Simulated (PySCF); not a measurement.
Electrostatic solvation of a mixed set.

Computed with PySCF at CAM-B3LYP/def2-SVPD, non-relativistic, each on one gas-phase PBE0-D3(BJ)/def2-SVP geometry that isn't relaxed in the solvent. The solvent is an IEF-PCM continuum (cavity from Bondi-type radii × 1.2). The model holds no explicit solvent molecules, cavitation or dispersion.

Question: Order them by E(solvent) − E(gas) in water (ε = 78.36), most negative first (kcal/mol).
A. `[CH3:1][C:2]#[C:3][CH2:4][S+:5]([CH3:6])([CH3:7])=[O:8]` (charge +1) with C3–C4–S5–C6 57°
B. `[CH3:1][CH2:2][O:3][CH2:4][CH2:5][Cl:6]` with C1–C2–O3–C4 73°, C2–O3–C4–C5 170°, O3–C4–C5–Cl6 178°
C. `ClC(Cl)(Cl)C1=CCC=C1`

Answer: A (-59.2), B (-4.2), C (-3.5).

```tsv
SMILES	charge	ΔE (kcal/mol)	polarisation term (kcal/mol)	HOMO shift (eV)	dipole gas (D)	dipole solvent (D)	atoms	lowest singlet, gas (eV)	lowest singlet, solvent (eV)
CC#CC[S+](C)(C)=O	1	-59.2	-61.6	+3.87	–	–	19	5.75	5.83
CCOCCCl	0	-4.2	-4.8	+0.14	2.16	2.65	15	7.38	7.38
ClC(Cl)(Cl)C1=CCC=C1	0	-3.5	-4.1	+0.15	2.81	3.81	14	5.18	5.13
```

The ion comes first with 59.2 kcal/mol, the neutral species gain 4.2 at most. The polarisation term is half the interaction of the solute with the induced surface charges. No dipole is given for ions, as it depends on the origin. Singlets are vertical TDDFT energies (frozen core, non-equilibrium response), the lowest in each medium.
